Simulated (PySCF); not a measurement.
## Relaxation of triplet Pd₃

Computed with UPBE0/[Pd def2-TZVP with ECP28], scalar-relativistic core potentials, density fitting, no spin–orbit coupling, PySCF. A (50,194) grid was used.

A hand-made linear chain start, of D∞h symmetry, held to at least that symmetry:

```xyz
3
charge 0 multiplicity 3, angstrom
Pd    0.0000    0.0000    0.0000
Pd    0.0000    0.0000    2.2800
Pd    0.0000    0.0000   -2.2800
```

Problem. What does it relax to?

Solution. It ends at D∞h with Pd–Pd 2.531 Å (×2); Pd–Pd–Pd 180.0°. A frequency run shows 2 imaginary modes, down to 68i cm⁻¹, so it is a higher-order saddle point. Other isomers or separated fragments may lie lower.

Problem. How much energy is released, and in how many steps?

Solution. 32.2 kJ/mol in 5 steps.

With open d or f shells other occupations or spin states may lie lower. At this level a broken-symmetry Ms = 0 minimum of C2v symmetry lies 125 kJ/mol below this structure.
